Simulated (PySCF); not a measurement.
**TlH at several levels of theory**

Computed with PySCF 2.14.0 (density fitting, no spin-orbit coupling) at the geometry relaxed with PBE:

```xyz
2
TlH (singlet)
Tl    0.0000    0.0000    0.1772
H     0.0000    0.0000    2.1201
```

```csv
level,basis,state,HOMO (eV),gap (eV),charge on Tl1 (e),dipole about the centre of mass (D),largest force component (eV/Å)
PBE,"Tl def2-SVP with ECP60, H def2-SVP",singlet,-4.71,2.40,0.19,1.32,0.00
M06-L,the same,singlet,-4.77,2.95,0.31,1.62,0.06
CAM-B3LYP,the same,singlet,-6.89,6.04,0.21,1.33,0.23
B3LYP,the same,singlet,-5.54,3.63,0.21,1.37,0.06
PBE,"Tl def2-TZVP with ECP60, H def2-TZVP",singlet,-4.76,2.41,0.21,1.57,0.11
PBE,"Tl x2c-SVPall, H x2c-SVPall",singlet,-4.72,2.41,0.21,1.41,0.13
```

Charges are Mulliken's, which hang on the basis. The relaxation used the grid (50, 194), these runs (75, 302) or, all-electron (x2c bases, spin-free X2C Hamiltonian), (99, 590).

What does BLYP with Tl def2-SVP with ECP60, H def2-SVP give here?

state singlet, HOMO (eV) -4.63, gap (eV) 2.31, charge on Tl1 (e) 0.20, dipole about the centre of mass (D) 1.33, largest force component (eV/Å) 0.10. Time: 0.4 s on 2 threads of Arm Neoverse V1 (shared host), from an already converged density.

In the first row's basis the gap widens with exact exchange: 2.3 to 3.0 eV for BLYP, PBE, M06-L (none); 3.6 eV for B3LYP (a fixed share); 6.0 eV for CAM-B3LYP (rising or full at long range).
